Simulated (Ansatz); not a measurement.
Coupled-cluster diagnostics for ReO2⁻, Ansatz.

Geometry of the singlet (PBE-D4/def2-TZVPD):

Cartesian coordinates in Å:
```
Re -0.169 0.592 1.027
O 0.157 -0.900 -0.152
O 0.012 0.308 -0.875
```

In the def2 sets Re takes a core potential; there is no spin–orbit coupling. Correlated methods freeze 2 core orbitals; core or outer-core shells of Re are correlated, in sets that lack core-valence functions. The structure holds 1 bond(s) between oxygen atoms. Another isomer (triplet) lies 6.99 eV lower at PBE0-D4/def2-TZVPD; other spin states weren't run for this one.

Task: Estimate the CCSD(T) correlation energy, the shares of MP2 and (T), T1 and the reference's ⟨S²⟩ for: charge -1, singlet, own geometry in def2-TZVPPD; and the rough time on 4 threads of Arm Neoverse V2 on a shared host.

Result: 
```json
{"state": "charge -1, singlet, own geometry", "basis": "def2-TZVPPD", "correlation (eV)": "-27.357", "MP2 share (%)": "95.9", "(T) share (%)": "5.7", "T1": "0.048", "⟨S²⟩ (pure)": "0.00 (0.00)", "wall time": "17 s", "remarks": "restricted SCF unstable"}
```
Customary marks for T1 are 0.02 (closed shells), 0.045 (open shells) and about 0.05 (3d metals). T1 exceeds 0.02 in 1 of 1 rows and 0.045 in 1; the higher it lies, the less the single-reference result can be trusted.
